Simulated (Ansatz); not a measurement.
Gas-phase electronic energies from Ansatz, PBE0-D4/def2-TZVP geometries. CBS: MP2 limit from def2 TZ/QZ plus the TZ coupled-cluster correction, frozen cores. This one scheme is used for every species. DFT in def2-TZVPP. B3LYP here is the variant with VWN-RPA as its local correlation; programs differ in this. One conformer a species, not always the lowest.

Reaction (formal hydrolysis of the Si–Si bond): `CO[SiH](O)[SiH3]` + H₂O → `CO[SiH](O)O` + SiH₄

Q: Is it downhill or uphill in electronic energy at CCSD(T)/CBS, and by how much? (Best estimate.)

A: Ansatz gave: Downhill: ΔE = -1.33 eV.

Q: What do these levels give: revPBE-D4, B3LYP-D4, CAM-B3LYP-D4, B2PLYP, PBE-QIDH, revPBE, BLYP, r2SCAN, CAM-B3LYP, HF/def2-TZVPP, CCSD(T)/def2-TZVPP, MP2/def2-QZVPP? (Estimate.)

A: The calculation gave: revPBE-D4 -1.10, B3LYP-D4 -1.33, CAM-B3LYP-D4 -1.42, B2PLYP -1.42, PBE-QIDH -1.34, revPBE -1.12, BLYP -1.32, r2SCAN -1.35, CAM-B3LYP -1.46, HF/def2-TZVPP -1.63, CCSD(T)/def2-TZVPP -1.37, MP2/def2-QZVPP -1.40 eV.

Largest T1 diagnostic among the species: 0.012.

The D4 term adds +0.05 eV with B3LYP and +0.03 eV with PBE0; it sums over pairs of atoms, weighted by their polarisabilities, and B3LYP, whose exchange is more repulsive, gets the larger term. Leaving LDA and LC-ωPBE aside and taking each functional with its dispersion term where it has one, the values, not all of them listed here, spread over 0.34 eV, from BHLYP-D4 to revPBE-D4. LDA lies −0.08 eV from PBE without D4. From PBE to PBE0 (25 % exact exchange), in def2-TZVPP and without D4, ΔE moves by −0.09 eV.
